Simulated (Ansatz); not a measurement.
Pulling on the Mg1–H2 bond in H2MgSe (SMILES [MgH][SeH]) (multiplicity 1 held, fragments rigid). Energies count from the point at 1.689 Å.
Geometry at that point (charge 0, multiplicity 1):
```xyz
4

Mg    -0.9098    -0.7986    -1.2496
H     -1.7924    -1.5775    -2.4609
Se     0.3558     0.3557     0.4797
H      0.6118    -0.9339     1.1476
```

U- levels take the lowest unrestricted solution at each point, which mixes spins at long bonds. Active spaces are followed from a long bond inwards. Curves can end on different states.

Frozen-core correlation. Filled d and f shells under p-block atoms count as core.

Run with Ansatz (an electronic-structure program). Values without a source in brackets are computed.

### Question
What is the computed energy at R = 5.405 Å (FIC-MRCISD+Q on CASSCF(2,2)/def2-SVPD)?

### Answer
68.8 kcal/mol

### Question
Estimate the energy at R = 5.405 Å that U-SCS-MP2/def2-SVPD returns for this input.

### Answer
67.4 kcal/mol

Doubts at one or more of the structures used: a spin-contaminated determinant (U-SCS-MP2/def2-SVPD).
